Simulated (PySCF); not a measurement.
Computed shifts of a molecule C2H7BN2O, PBE0/pcSseg-1 in PySCF, GIAO, gas phase, equivalent atoms averaged, in ppm (number of nuclei): ¹³C: 173.4 (1), 32.5 (1). ¹⁵N: 396.2 (1), 56.6 (1). ¹H: 8.47 (1), 2.95 (1), 2.28 (3), 2.27 (1), 1.86 (1). References: ¹³C against TMS (σ = 186.3 ppm); ¹⁵N against NH3 (σ = 267.4 ppm); ¹¹B against BF3 (σ = 88.8 ppm); ¹⁷O against H2O (σ = 334.2 ppm); ¹H against TMS (σ = 31.56 ppm), references at their B3LYP-D3(BJ)/def2-TZVP geometries, non-relativistic. Geometry optimised at PBE0-D3(BJ)/def2-SVP. One conformer was computed; it need not be the lowest.

Question: Pick the molecule that these values belong to.
A) C=COB(N)N
B) OB1NCCN1
C) C/C=N/B(N)O
D) C/N=C/B(N)O

Answer: C, C/C=N/B(N)O
